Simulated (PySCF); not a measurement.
## Sc²⁺ (scandium, charge +2) across methods

[Ar] 3d1, 2D determinant. All numbers are calculated (PySCF 2.14, scalar relativity by spin-free X2C-1e, in x2c-TZVPPall with one added diffuse shell each of s, p, d, f type (7s6p5d3f1g, 80 functions)).

```tsv
method	E (hartree)	mean ε 3p α (eV)	mean ε 3p β (eV)	mean ε 3d α (eV)	Σ⟨r²⟩ (bohr²)	⟨S²⟩
r2SCAN	-763.424	-50.170	-49.178	-18.823	16.25	0.751
LDA	-761.460	-49.346	-48.540	-18.522	16.35	0.750
PBE0	-763.278	-52.005	-50.922	-20.284	16.26	0.750
M06	-763.440	-51.978	-51.041	-19.646	16.32	0.750
PBE	-763.232	-49.295	-48.474	-18.605	16.34	0.750
MN15	-763.743	-52.849	-52.038	-20.770	16.20	0.750
r2SCAN0	-763.421	-52.585	-51.384	-20.476	16.21	0.751
PW91	-763.471	-49.368	-48.549	-18.689	16.33	0.750
```

(1) Estimate the same row for UHF.

Results:

(1) E (hartree) = -762.62892; mean ε 3p α (eV) = -59.000; mean ε 3p β (eV) = -57.015; mean ε 3d α (eV) = -24.592; Σ⟨r²⟩ (bohr²) = 16.23; ⟨S²⟩ = 0.751.
